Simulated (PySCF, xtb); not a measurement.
Bi(Br)(Me)2 (C₂H₆BiBr), SMILES [CH3][Bi]([CH3])[Br].

Harmonic wavenumbers (cm⁻¹) from xtb with GFN2-xTB at its own minimum, in rising order: 27, 66, 114, 121, 157, 208, 516, 526, 733, 768, 772, 822, 1287, 1296, 1487, 1488, 1492, 1495, 3078, 3081, 3085, 3090, 3099, 3105.

Question: What does B3LYP-D3(BJ)/def2-SVP in PySCF give at its own minimum? (An estimate is asked for; the answer gives what the named calculation found.)

Answer: 76, 95, 113, 119, 157, 209, 459, 459, 699, 724, 731, 800, 1175, 1189, 1418, 1427, 1428, 1439, 3043, 3043, 3156, 3157, 3177, 3178. Paired by order, the mean absolute difference is 49 cm⁻¹ and the zero-point energies are 45.6 and 45.0 kcal/mol.
